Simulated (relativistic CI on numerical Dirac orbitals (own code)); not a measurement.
## Bi62+: sensitivity of the levels to the model

Base calculation: Dirac-Coulomb-Breit CI, orbitals from a KLI potential per configuration, model QED (radiative potential, 1s self-energy scaled to tabulated hydrogen-like ionisation energies), unscaled Slater integrals.

CI space (outside the closed core [Ne]): 3s2.3p6.3d3, 3s2.3p5.3d4, 3s.3p6.3d4, 3s2.3p6.3d2.4s, 3s2.3p6.3d2.4p, 3s2.3p6.3d2.4d, 3s2.3p5.3d3.4s, 3s2.3p6.3d2.4f, 3s2.3p5.3d3.4p, 3s.3p6.3d3.4s, 3p6.3d4.4p, 3p6.3d5, 3p5.3d6, 3p5.3d5.4s, 3p6.3d4.4s, 3p5.3d4.4s2, 3s2.3p6.3d.4s2, 3s2.3p6.4s2.4p, 3s2.3p6.4s2.4d. Double excitations out of closed p, d and f shells are left out; levels of such configurations are missing from the list, as are those of other unlisted configurations, and high levels can miss mixing partners. These lack a partner that the ground configuration has and come out too high: 3s2.3p5.3d3.4p.

The lowest level and the first level of each name with at least 55 % of one term (blank where a level has no safe partner in the second run):

```csv
Level,Base (eV),Shift (eV)
3s2.3p6.3d3 2D_3/2,0.000,0.000
3s2.3p6.3d3 4F_5/2,116.745,-0.313
3s2.3p6.3d3 4P_1/2,130.590,-0.310
3s2.3p6.3d3 4F_7/2,243.556,-0.625
3s2.3p6.3d3 2P_1/2,259.544,-0.624
3s2.3p6.3d3 2H_11/2,259.776,-0.627
3s2.3p6.3d3 2F_7/2,271.541,-0.622
3s2.3p5.3d4 2I°_13/2,593.662,+0.744
```

At this charge energies of transitions that change n are usually good to better than 1 %, and those within a shell (Δn = 0) to a few per cent.

Task: One thing was changed in a second run, which moved the levels as shown. Which?
A. QED terms removed
B. Breit term removed
C. configuration mixing switched off
D. P86 correlation estimate

Result: A. QED terms removed. QED shifts follow the density of s (and p1/2) electrons at the nucleus, so configurations move by their count of such electrons; where none moves, the smaller shifts of p3/2 electrons and of j = l + 1/2 against j = l − 1/2 set the pattern.

LS names give the leading component of a level, which can be under half, so a name can repeat, a term be missing and a line seem to break the LS rules.
